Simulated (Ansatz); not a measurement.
**C2H3MgSi: where a starting geometry ends**

The starting geometry of this gas-phase doublet was optimised with GFN2-xTB.

```tsv
atom	x (Å)	y (Å)	z (Å)
C	1.5318	-0.0188	-0.2560
C	1.7432	1.1521	-0.0512
Mg	-0.3079	-0.4947	1.7300
Si	0.9172	-1.7980	-0.2320
H	2.0342	2.1685	0.0052
H	0.5808	-1.9896	-1.6770
H	2.2194	-2.5294	-0.1199
```

Q: Predict what becomes of its bonds when it is optimised with B3LYP-D3(BJ)/def2-SVP.

A: It keeps its bonds, and is `C#C[SiH2][Mg]`.

The energy falls by 0.19 eV over 11 steps:

```
step  E − E(last) (eV)
   1             0.195
   2             0.086
   3             0.063
   4             0.044
   5             0.028
   7             0.006
   8             0.004
   9             0.000
  10             0.000
  11             0.000
```

Final geometry (Å):

```
atom    x (Å)    y (Å)    z (Å)
   C   1.6376   0.1658  -0.2848
   C   2.0006   1.3309  -0.2691
  Mg  -0.7683  -1.4284   1.8477
  Si   0.9784  -1.5545  -0.1688
   H   2.3346   2.3521  -0.2732
   H   0.3921  -1.9047  -1.5028
   H   2.1436  -2.4711   0.0499
```

Frequencies at the end are all real (lowest 59 cm⁻¹). Open shells are spin-unrestricted. Run with Ansatz 0.2.0, 71 s on 1 thread of Arm Neoverse V1, on a shared host.
